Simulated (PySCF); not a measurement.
C5H6O.

```xyz
12

C      2.1843     1.0664     0.9785
C      1.4882     0.2468     0.4124
C      0.6410    -0.7171    -0.2674
C     -0.8537    -0.3583    -0.4191
C     -1.4189     0.6799     0.5102
O     -1.5130    -0.9391    -1.2494
H      2.8055     1.7870     1.4774
H      1.0174    -0.9443    -1.2790
H      0.6564    -1.6816     0.2763
H     -2.5063     0.7440     0.3793
H     -1.1618     0.4462     1.5561
H     -0.9522     1.6557     0.2970
```

The structure is a stationary point at r2SCAN-D4/def2-SVP. Other conformers were not sampled.

These are HF/pcSseg-1 run with PySCF values and carry that method's errors. Non-relativistic, no solvent.

**Question.** Give the absolute GIAO shielding of each atom: isotropic value and principal components (ppm). (Estimate from the structure and the level; the computed values follow.)

**Answer.** 
| atom | σ(iso) | σ11 | σ22 | σ33 | span |
|---|---|---|---|---|---|
| C1 | 107.2 | 35.0 | 40.9 | 245.5 | 210.4 |
| C2 | 110.4 | 12.7 | 16.3 | 302.0 | 289.3 |
| C3 | 160.8 | 143.5 | 152.7 | 186.1 | 42.6 |
| C4 | -16.8 | -123.6 | -39.8 | 113.0 | 236.6 |
| C5 | 162.2 | 145.0 | 152.9 | 188.6 | 43.5 |
| O6 | -337.7 | -890.5 | -473.6 | 351.1 | 1241.5 |
| H7 | 28.9 | 23.9 | 24.1 | 38.8 | 14.9 |
| H8 | 28.6 | 23.5 | 28.4 | 34.1 | 10.6 |
| H9 | 28.9 | 24.4 | 28.3 | 34.1 | 9.7 |
| H10 | 29.5 | 25.6 | 27.8 | 35.2 | 9.6 |
| H11 | 29.3 | 25.5 | 29.8 | 32.7 | 7.2 |
| H12 | 29.1 | 24.8 | 29.7 | 32.6 | 7.8 |
